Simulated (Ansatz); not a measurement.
`F[Si](F)(F)I` + H₂Se → `F[Si](F)(F)[SeH]` + HI at 298.15 K and 1 bar (ligand exchange at the Si–I bond).

Gas-phase electronic energies from Ansatz, PBE0-D4/def2-TZVP geometries. CBS: MP2 limit from def2 TZ/QZ plus the TZ coupled-cluster correction, frozen cores. Elements past krypton have def2 core potentials. For I, Se outer-core shells are correlated without core-valence functions, which leaves a few kJ/mol of doubt a bond. Scalar relativity is left out up to krypton. Each species was taken in one conformer, which may not be the lowest.

| species | CCSD(T)/CBS energy (Eh) | H − E (kJ/mol) | S (J/(mol·K)) |
| --- | --- | --- | --- |
| `F[Si](F)(F)I` | -886.14639 | 44.7 | 328.6 |
| H₂Se | -2401.89790 | 45.8 | 219.1 |
| `F[Si](F)(F)[SeH]` | -2990.00244 | 66.3 | 345.7 |
| HI | -298.03592 | 22.7 | 206.5 |

H − E and S are ideal-gas, rigid-rotor, harmonic terms from PBE0-D4/def2-TZVP, for one conformer and one mirror image of each species. 1 Eh = 2625.50 kJ/mol, R = 8.31446 J/(mol·K).

**Question.** By hand: ΔE, ΔH, ΔS and ΔG.

**Answer.** ΔE = (-2990.00244) + (-298.03592) − (-886.14639) − (-2401.89790) = 0.00593 Eh = 15.6 kJ/mol. Δ(H − E) = 66.3 + 22.7 − 44.7 − 45.8 = -1.5, so ΔH = 14.1 kJ/mol. ΔS = 345.7 + 206.5 − 328.6 − 219.1 = 4.5 J/(mol·K). ΔG = 14.1 − 298.15 × (4.5)/1000 = 12.8 kJ/mol.

**Question.** By hand: the equilibrium constant, and the temperature at which ΔG would vanish if ΔH and ΔS stayed fixed.

**Answer.** log₁₀ K = −ΔG/(RT ln 10) = -2.2. ΔG = 0 at ΔH/ΔS = 3133 K, far beyond where these terms or the molecules hold.

The number of gas molecules stays the same, so ΔS is small and ΔH decides. A doubt of 5 kJ/mol in ΔE shifts log₁₀ K by 0.9 here. Other conformers and mirror images would add mixing entropy, several J/(mol·K) or more a flexible species. These are equilibria of isolated gas molecules and say nothing of rates. Largest T1 diagnostic: 0.011 (customary marks: 0.02 for closed shells, 0.045 for open ones).
